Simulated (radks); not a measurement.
Charge is removed step by step from the 2p (averaged over the sub-levels emptied) level of Cd, starting from [Kr] 4d10 5s2. All-electron calculation, Dirac Kohn-Sham, LDA (Slater exchange, Perdew-Wang correlation), spin-unpolarised, spherical densities, finite nucleus; Fermi nuclear charge, rms radius 4.6087 fm. Program: a radial shooting solver on a logarithmic mesh with Libxc functionals.

| removed (e) | E - E(0) (eV) | eigenvalue (eV) | E minus straight line (eV) |
|---|---|---|---|
| 0 | 0.000 | -3533.3 | 0.000 |
| 0.25 | 887.36 | -3565.6 | -12.242 |
| 0.5 | 1782.8 | -3598.2 | -16.371 |
| 0.75 | 2686.5 | -3631.1 | -12.314 |
| 1 | 3598.4 | -3664.3 | 0.000 |

Removing the whole electron costs 3598.4 eV by Delta-SCF, against 3533.3 eV from minus the eigenvalue at the starting occupation. Slater's transition state (half an electron removed) gives 3598.2 eV. Integrating minus the eigenvalue over the occupation (Janak's theorem) gives 3598.4 eV. The mean slope of the eigenvalue, de/dn, is 131 eV per electron.
